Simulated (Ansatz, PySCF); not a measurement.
Complex: CH3Cl (SMILES CCl) (first 5 atoms) with H2 (SMILES [H][H]); geometry from B3LYP-D3(BJ)/def2-TZVP, rigid monomers moved along the line of their centres of mass till Cl2···H7 is 2.70 Å.
(charge 0, multiplicity 1):
```xyz
7

C     -0.2693     1.0804    -0.4277
Cl    -0.1522    -0.7034    -0.2695
H     -1.1997     1.3174    -0.9347
H     -0.2559     1.5117     0.5687
H      0.5809     1.4279    -1.0066
H     -0.1045     0.3764     2.9504
H     -0.0974    -0.0795     2.3612
```

Counterpoise-corrected where a basis set is named; no monomer relaxation.

Correlated levels freeze the cores. CBS: X⁻³ extrapolation of the correlation energy, Hartree–Fock from the larger set. Rows in 6-31G* carry no dispersion term and start afresh at each structure (6-31G* with six Cartesian d functions).

Codes used: Ansatz (a quantum-chemistry and plane-wave program); PySCF for 6-31G* rows. Values without a source in brackets are computed.

**Question.** One of these levels gives -0.5 kJ/mol for the interaction energy. Name it.
(A) HF/6-31G*
(B) MP2/CBS(aug-cc-pV(D+d)Z, aug-cc-pV(T+d)Z)
(C) B3LYP/def2-TZVPPD
(D) PBE0/def2-TZVPPD

**Answer.** D, PBE0/def2-TZVPPD. The others give 5.0 (HF/6-31G*), 1.8 (B3LYP/def2-TZVPPD), -1.9 (MP2/CBS(aug-cc-pV(D+d)Z, aug-cc-pV(T+d)Z))
